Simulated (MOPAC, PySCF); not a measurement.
C8H7FSSi, SMILES `Fc1cc([SiH3])cc2sccc12`, neutral singlet in the gas phase. 

Cartesian coordinates (Å):
SMILES: s1c2c(cc1)c(F)cc(c2)[SiH3]
```xyz
18

F      0.7773    -2.4691     1.3443
C      0.3804    -1.3375     0.7309
C     -0.9711    -1.0226     0.6548
C     -1.4004     0.1708     0.0081
Si    -3.2384     0.5878    -0.0818
C     -0.4463     1.0358    -0.5577
C      0.9171     0.6994    -0.4699
S      2.2800     1.6096    -1.0930
C      3.4052     0.4154    -0.4986
C      2.7963    -0.6342     0.1456
C      1.3668    -0.4919     0.1742
H     -1.6906    -1.7220     1.1071
H     -3.8189     0.7604     1.2974
H     -3.4113     1.8666    -0.8546
H     -4.0038    -0.5151    -0.7644
H     -0.7570     1.9624    -1.0629
H      4.4791     0.5659    -0.6665
H      3.3358    -1.4817     0.5869
```
Charge 0, multiplicity 1.

All levels are single points at this geometry (PBE-D3(BJ)/def2-SVP); Pople sets use spherical d functions. Orbital energies aren't observables, and empty levels follow the basis.

PBE-D3(BJ)/def2-TZVP in PySCF gives dipole (D) = 1.23.

Question: Estimate the dipole (D) from each of these levels: B3LYP/6-31G* in PySCF; HF/6-31G* in PySCF; PM3 in MOPAC; PM6 in MOPAC; PM7 in MOPAC.

Answer: 
| level | dipole (D) |
|---|---|
| B3LYP/6-31G* in PySCF | 1.04 |
| HF/6-31G* in PySCF | 0.95 |
| PM3 in MOPAC | 1.04 |
| PM6 in MOPAC | 0.90 |
| PM7 in MOPAC | 1.02 |
